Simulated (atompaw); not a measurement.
# phosphorus (P): PAW (atompaw) pseudisation with LDA (PW92), scalar-relativistic reference atom.

| Item | Value |
| --- | --- |
| Element | phosphorus |
| Generator | atompaw 4.2.0.5 |
| Type | PAW |
| Functional | LDA (PW92) |
| Relativity | scalar-relativistic |
| Frozen core | [He] |
| Valence charge | 13 |
| Reference configuration | 2s2 2p6 3s2 3p3 |
| Partial waves | 2s (bound): rc 0.80 bohr; 3s (bound): rc 1.05 bohr; 2p (bound): rc 0.50 bohr; 3p (bound): rc 1.05 bohr |
| Local potential | troulliermartins scheme with l = 2 at -0.5 Ry, radius 1.00 bohr |
| Core correction | smooth core density matched at 0.70 bohr |
| Augmentation charge | besselshape compensation charge, radius 1.05 bohr; PAW radius 1.05 bohr; waves and projectors: custom polynom gramschmidtortho |

(1) Estimate the cutoffs (Ry, on a coarse ladder) from which the occupation-weighted sum of valence levels, in a spherical-Bessel basis at the reference potential, stays within 10 and 1 mRy of its value at 400 Ry.

(2) Does the potential have ghost states?

(3) Is the overlap operator S = 1 + Σ q|β⟩⟨β| positive definite (Bessel basis up to 400 Ry)?

(4) Which valence shell sets the plane-wave cutoff?

Results:

(1) 300 Ry and over 300 Ry.

(2) No extra level below or beside the all-electron valence levels (s, p, d, f tested).

(3) Yes: its lowest eigenvalue is 0.49 (p channel).

(4) 2p: its level needs 300 Ry to come within 1 mRy, against 100 Ry for 2s.
